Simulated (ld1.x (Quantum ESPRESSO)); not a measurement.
## What one change does to a pseudopotential (Br, RRKJ)

ld1.x (Quantum ESPRESSO) 7.5 input, shortened:

```
&input
   title='Br', zed=35., rel=1, dft='PBE', iswitch=3,
   config='[Ar] 3d10 4s2 4p5'
 /
 &inputp
   pseudotype=2, tm=.false., rho0=0.005, lloc=1,
   nlcc=.true., rcore=1.15
 /
3
4S  1  0   2.00   0.00  1.30  1.30  0.0
3D  3  2  10.00   0.00  1.10  1.10  0.0
4P  2  1   5.00   0.00  1.70  1.70  0.0
 &test
   configts(1)='3d10 4s2 4p5'
 /
```

Change: functional Wu–Cohen.

Cutoffs: the cutoffs (Ry, on a coarse ladder) from which the occupation-weighted sum of valence levels, in a spherical-Bessel basis at the reference potential, stays within 10 and 1 mRy of its value at 400 Ry; they do not see the model core or the augmentation charge, which bear on the density cutoff. Errors are all-electron minus pseudo energies relative to the spin-unpolarised reference configuration.

Q: Predict the effect on cutoff, ghosts and configuration errors.

A: The potential gets neither clearly harder nor softer (200 Ry and 300 Ry → 200 Ry and 300 Ry); both files keep a bound ghost (s); the errors of the 7 common tests hardly move.

| quantity | base | changed |
| --- | --- | --- |
| cutoff, loose | 200 Ry | 200 Ry |
| cutoff, tight | 300 Ry | 300 Ry |
| bound ghosts | s | s |
| error for 3d10 4s2 4p4, meV [ΔE 12.55 → 12.56 eV] | -0.7 | -0.6 |
| error for 3d10 4s2 4p3, meV [ΔE 35.31 → 35.36 eV] | +1.6 | +1.8 |
| error for 3d10 4s2 4p2, meV [ΔE 69.30 → 69.41 eV] | +6.5 | +7.1 |
| error for 3d10 4s1 4p5, meV [ΔE 25.56 → 25.59 eV] | +1.0 | +0.8 |
| error for 3d10 4s2 4p1, meV [ΔE 115.32 → 115.55 eV] | +8.2 | +9.3 |
| error for 3d10 4s2 4p5.3, meV [ΔE -1.96 eV] | +0.4 | +0.5 |
| error for 3d9 4s2 4p5, meV [ΔE 78.44 → 78.46 eV] | -374 | -363 |
| s: phases at 1.85 bohr within 0.05 rad from the reference energy up to (Ry; the scan ends near 5) | to the end of the scan | to the end of the scan |
| p: phases at 1.85 bohr within 0.05 rad from the reference energy up to (Ry; the scan ends near 5) | to the end of the scan | to the end of the scan |
| d: phases at 1.85 bohr within 0.05 rad from the reference energy up to (Ry; the scan ends near 5) | -0.8 | -0.8 |

 A true bound ghost makes a file unfit for plane-wave use even where its test errors are small: the radial tests pick states by their node count and pass the ghost by.
